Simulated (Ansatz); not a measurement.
Single points on Al₁₅As₁₄H₃₆⁻, a nanocrystal cut from zinc blende AlAs (hydrogen-capped).

```yaml
crystal:
  periodic: [false, false, false]
  atoms:
    - {symbol: As, position_ang: [-3.738429, -1.268137, 2.208540]}
    - {symbol: As, position_ang: [-4.130426, 1.439104, -1.156086]}
    - {symbol: As, position_ang: [-1.387261, -4.215843, 1.487482]}
    - {symbol: As, position_ang: [1.341512, -4.108702, -0.874052]}
    - {symbol: As, position_ang: [-1.263161, 1.505645, -3.891169]}
    - {symbol: As, position_ang: [1.331954, -1.187902, -3.850855]}
    - {symbol: As, position_ang: [-1.394619, -1.246789, -1.057741]}
    - {symbol: As, position_ang: [-1.405823, 1.642644, 1.834536]}
    - {symbol: As, position_ang: [1.324945, -1.145437, 1.868412]}
    - {symbol: As, position_ang: [1.449326, 1.582576, -1.074995]}
    - {symbol: As, position_ang: [-1.622527, 4.150488, -1.051083]}
    - {symbol: As, position_ang: [1.579521, 4.319908, 1.748400]}
    - {symbol: As, position_ang: [3.916185, -1.491396, -0.978533]}
    - {symbol: As, position_ang: [3.980003, 1.461207, 2.041173]}
    - {symbol: Al, position_ang: [-2.894130, -2.673560, 0.293361]}
    - {symbol: Al, position_ang: [-2.779802, -0.042811, -2.684231]}
    - {symbol: Al, position_ang: [-2.348088, 0.262567, 3.680428]}
    - {symbol: Al, position_ang: [-3.074876, 2.914700, 0.604254]}
    - {symbol: Al, position_ang: [-0.014341, -2.769033, -2.472474]}
    - {symbol: Al, position_ang: [-0.196467, -5.897573, 0.024874]}
    - {symbol: Al, position_ang: [0.435496, -3.225637, 2.873434]}
    - {symbol: Al, position_ang: [2.695487, -2.966151, 0.895917]}
    - {symbol: Al, position_ang: [0.108223, 0.185442, -5.567855]}
    - {symbol: Al, position_ang: [0.117769, 3.050377, -2.533084]}
    - {symbol: Al, position_ang: [2.912746, 0.187016, -2.534277]}
    - {symbol: Al, position_ang: [-0.019010, 0.214660, 0.371169]}
    - {symbol: Al, position_ang: [-0.595493, 3.719856, 2.944372]}
    - {symbol: Al, position_ang: [2.331788, 0.286928, 3.602028]}
    - {symbol: Al, position_ang: [3.029046, 2.921953, 0.242360]}
    - {symbol: H, position_ang: [-4.546066, -2.255025, 3.054554]}
    - {symbol: H, position_ang: [-4.941732, -0.463924, 1.712513]}
    - {symbol: H, position_ang: [-5.102085, 2.299486, -1.965893]}
    - {symbol: H, position_ang: [-5.187451, 0.575001, -0.472904]}
    - {symbol: H, position_ang: [-2.283500, -4.972811, 2.467682]}
    - {symbol: H, position_ang: [2.369720, -4.808180, -1.765022]}
    - {symbol: H, position_ang: [-2.179912, 2.411154, -4.717766]}
    - {symbol: H, position_ang: [2.254538, -2.092759, -4.671881]}
    - {symbol: H, position_ang: [-2.505584, 4.974300, -1.990066]}
    - {symbol: H, position_ang: [-1.004949, 5.332124, -0.308576]}
    - {symbol: H, position_ang: [1.299761, 5.569882, 0.911724]}
    - {symbol: H, position_ang: [2.522221, 5.005533, 2.739032]}
    - {symbol: H, position_ang: [4.675417, -2.379862, -1.973003]}
    - {symbol: H, position_ang: [5.175345, -0.791688, -0.447534]}
    - {symbol: H, position_ang: [5.004656, 0.532590, 1.400913]}
    - {symbol: H, position_ang: [4.980522, 2.377439, 2.751226]}
    - {symbol: H, position_ang: [-4.133920, -3.306786, -0.500569]}
    - {symbol: H, position_ang: [-3.754026, -0.878640, -3.638130]}
    - {symbol: H, position_ang: [-3.360453, 1.110927, 4.595612]}
    - {symbol: H, position_ang: [-1.222535, -0.695498, 4.306278]}
    - {symbol: H, position_ang: [-4.204645, 3.809205, 1.295366]}
    - {symbol: H, position_ang: [-0.928661, -3.709065, -3.393879]}
    - {symbol: H, position_ang: [-1.152709, -6.456226, -1.142041]}
    - {symbol: H, position_ang: [0.608654, -6.916612, 0.976992]}
    - {symbol: H, position_ang: [1.732514, -4.080934, 2.223939]}
    - {symbol: H, position_ang: [0.273061, -3.371337, 4.458465]}
    - {symbol: H, position_ang: [4.057216, -3.546668, 1.509227]}
    - {symbol: H, position_ang: [-0.900849, -0.717102, -6.435361]}
    - {symbol: H, position_ang: [1.140993, 1.188513, -6.287174]}
    - {symbol: H, position_ang: [0.876556, 4.205399, -3.342587]}
    - {symbol: H, position_ang: [3.960471, 1.066289, -3.371998]}
    - {symbol: H, position_ang: [-0.279374, 3.621276, 4.509368]}
    - {symbol: H, position_ang: [-1.585588, 4.880834, 2.395618]}
    - {symbol: H, position_ang: [1.391143, 1.554171, 3.922855]}
    - {symbol: H, position_ang: [3.152804, -0.480806, 4.744581]}
    - {symbol: H, position_ang: [4.108876, 3.803696, -0.545866]}
basis:
  gaussian: {orbitals: def2-TZVP, fitting: {mean_field: def2-universal-jkfit}, initial_orbitals: start.molden}
total_charge: -1
hamiltonian: {xc: pbe, dispersion: d4}
scf: {omitted_lower_state_checks: [starts]}
output: {orbitals: {seedname: orbitals}}
```

The file start.molden holds the orbitals of an earlier run on this structure, at another level or in another basis.

```sh
$ ansatz run in.yaml --threads 11 --pin off --events-out ev --progress --plain --max-ram 174080MiB --backend cuda --devices 0, --max-vram 75GiB
```

Shortened log:

```
Functional definition: PBE
6292 factors; integrals over basis functions are off by at most 6.8e-1 eV
mean field evaluation 1: about -951150.9980 eV, gradient 4.6e2 eV
mean field evaluation 2: about -951163.1694 eV, gradient 1.7e1 eV
mean field evaluation 4: about -951163.7855 eV, gradient 6.2e-1 eV
mean field evaluation 8: about -951163.7890 eV, gradient 1.3e-5 eV
mean field -951163.78897694 eV, -34954.6245229301 hartree, gradient 1.3e-5 eV, S^2 0.000000; 0 other end points of the search recorded, 0 dependent functions left out
reference -951163.78912634 eV, -34954.6245284208 hartree; 347, 347 occupied and 1096, 1096 virtual orbitals, 6292 factors
Total energy: -951169.40462189 eV, -34954.8308940758 hartree
Checks for a lower state left out: starts
```

Run time 11 s (11 threads of AMD EPYC 7R13 on a shared host and a whole NVIDIA H100 80GB HBM3), peak host memory 1.8 GiB.

First input, but with `gaussian: {orbitals: def2-SVP, fitting: {mean_field: def2-universal-jkfit}, initial_orbitals: start.molden}`, `output: {forces: true, orbitals: {seedname: orbitals}}` (abridged; 8.5 s):

```
Functional definition: PBE
mean field -951023.84650250 eV, -34949.4817318510 hartree, gradient 7.2e-5 eV, S^2 0.000000
Total energy: -951029.46211922 eV, -34949.6881019592 hartree
Atom 0 force    -0.005242    -0.009007    -0.006330 eV/Å
Atom 1 force     0.001767    -0.002503    -0.000533 eV/Å
Atom 2 force     0.002953    -0.001881    -0.000458 eV/Å
Atom 3 force    -0.003329     0.000986     0.001171 eV/Å
Atom 4 force     0.002268    -0.000280    -0.003304 eV/Å
Atom 5 force     0.004935     0.000546    -0.002148 eV/Å
Atom 6 force    -0.001452     0.002212     0.003963 eV/Å
Atom 7 force     0.006310     0.001452    -0.012246 eV/Å
Atom 8 force    -0.003874     0.003491     0.003864 eV/Å
Atom 9 force    -0.001410    -0.003126    -0.003084 eV/Å
Atom 10 force     0.004556     0.005466    -0.000736 eV/Å
Atom 11 force     0.012260     0.017532    -0.002693 eV/Å
Atom 12 force     0.003144    -0.000812    -0.002363 eV/Å
Atom 13 force    -0.003000     0.001738    -0.001419 eV/Å
Atom 14 force    -0.000780    -0.001133     0.000142 eV/Å
Atom 15 force    -0.000417     0.001471    -0.002339 eV/Å
Atom 16 force    -0.001720     0.003772     0.004454 eV/Å
Atom 17 force    -0.005009     0.004668    -0.003692 eV/Å
Atom 18 force     0.002258    -0.002765    -0.000227 eV/Å
Atom 19 force     0.007747     0.003717    -0.000467 eV/Å
Atom 20 force     0.007708    -0.001203    -0.007212 eV/Å
Atom 21 force     0.005789     0.000865     0.000281 eV/Å
Atom 22 force    -0.002884     0.001245     0.002566 eV/Å
Atom 23 force    -0.002767     0.000810     0.002202 eV/Å
Atom 24 force    -0.004109     0.001910     0.000011 eV/Å
Atom 25 force     0.002407     0.005518     0.003547 eV/Å
Atom 26 force     0.004885    -0.003237    -0.005180 eV/Å
Atom 27 force     0.005761    -0.005861    -0.015297 eV/Å
Atom 28 force    -0.001893    -0.002896     0.007747 eV/Å
Atom 29 force     0.000313     0.000095    -0.000679 eV/Å
Atom 30 force    -0.000254     0.001480     0.002628 eV/Å
Atom 31 force     0.001028    -0.001581    -0.000453 eV/Å
Atom 32 force    -0.001443     0.000053     0.000170 eV/Å
Atom 33 force    -0.000473    -0.001466     0.000746 eV/Å
Atom 34 force     0.002190    -0.000358     0.000127 eV/Å
Atom 35 force    -0.001431     0.000001     0.000477 eV/Å
Atom 36 force     0.000243    -0.000516    -0.000280 eV/Å
Atom 37 force     0.003494    -0.002117     0.003183 eV/Å
Atom 38 force     0.000188    -0.003284    -0.002677 eV/Å
Atom 39 force     0.003490    -0.010753     0.011001 eV/Å
Atom 40 force    -0.010066    -0.010259    -0.009247 eV/Å
Atom 41 force    -0.003343    -0.000726     0.002078 eV/Å
Atom 42 force    -0.001580    -0.001798    -0.001884 eV/Å
Atom 43 force     0.005052    -0.002046    -0.003932 eV/Å
Atom 44 force     0.000666     0.000182    -0.000729 eV/Å
Atom 45 force    -0.000784    -0.000799    -0.000424 eV/Å
Atom 46 force    -0.000598    -0.000058     0.001507 eV/Å
Atom 47 force    -0.007060     0.003475     0.005284 eV/Å
Atom 48 force     0.007058    -0.006197     0.002791 eV/Å
Atom 49 force    -0.001887     0.001137     0.000688 eV/Å
Atom 50 force     0.000182     0.000571    -0.000459 eV/Å
Atom 51 force    -0.000444     0.001134     0.001944 eV/Å
Atom 52 force    -0.001554    -0.000332     0.001624 eV/Å
Atom 53 force    -0.006882    -0.001851     0.005058 eV/Å
Atom 54 force    -0.003359     0.000677    -0.000820 eV/Å
Atom 55 force    -0.005670     0.001399    -0.000776 eV/Å
Atom 56 force     0.000220    -0.000900     0.000320 eV/Å
Atom 57 force    -0.000569    -0.000833    -0.001250 eV/Å
Atom 58 force    -0.001060    -0.000715     0.000982 eV/Å
Atom 59 force    -0.000444     0.001035    -0.001226 eV/Å
Atom 60 force    -0.000123    -0.001164     0.009801 eV/Å
Atom 61 force    -0.007713     0.006738    -0.003315 eV/Å
Atom 62 force    -0.010268     0.013706     0.009553 eV/Å
Atom 63 force     0.006350    -0.007876     0.006785 eV/Å
Atom 64 force    -0.000336     0.001245     0.001184 eV/Å
Dipole moment:    -0.205706     1.465414    -0.179916 e Å
Checks for a lower state left out: starts
```

As the first input, with `gaussian: {orbitals: def2-SVP, initial_orbitals: start.molden}`, `correlation: {method: mp2}` and without the key `hamiltonian` (abridged; 22 s):

```
Functional definition: HF
mean field -950341.84790082 eV, -34924.4187455147 hartree, gradient 2.8e-6 eV, S^2 0.000000
201 core orbitals not correlated: weight in the atoms' cores, before any rotation towards them, 1.000 or more for the frozen orbitals, at most 0.000 for the correlated occupied ones
second order -121.37488334 eV of doubles, -0.00000000 eV of singles
Total energy: -950463.22278416 eV, -34928.8791902066 hartree
Checks for a lower state left out: starts
```

Geometry: PBE-D4/def2-SVP.

Correlated methods freeze 201 core orbitals; core or outer-core shells of As are correlated, in sets that lack core-valence functions. Single mean-field runs in def2-SVP, def2-TZVP are fitted with def2-universal-jkfit.
